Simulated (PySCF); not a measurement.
Al(Me)(OH)(SiH3) (CH7AlOSi), SMILES [Al]([OH])([CH3])[SiH3].

Coordinates come from a r2SCAN-D4/def2-SVP optimisation. One conformer was computed; it need not be the lowest.

Two levels are set side by side: PBE/def2-TZVP (PySCF) and ωB97X/def2-TZVP (PySCF). Same geometry, gas phase. Differences are taken from unrounded values.

```csv
quantity,ωB97X,PBE,PBE minus ωB97X
orbital gap (eV),10.41,4.35,-6.06
highest occupied level (eV),-9.58,-6.18,3.40
lowest empty level (eV),0.83,-1.83,-2.66
dipole moment (D),0.29,0.27,-0.02
mean polarisability (bohr³),72.4,77.5,5.0
```

PBE's occupied levels lie high since its potential decays too fast outside the molecule; exact exchange lowers them and widens the gap. PBE's more diffuse valence density responds more strongly to a field. Differences between two approximate levels are no errors against the true value.

Rough cost on one machine, each run with all the roots and properties that it gave: ωB97X against PBE within a factor of 2.
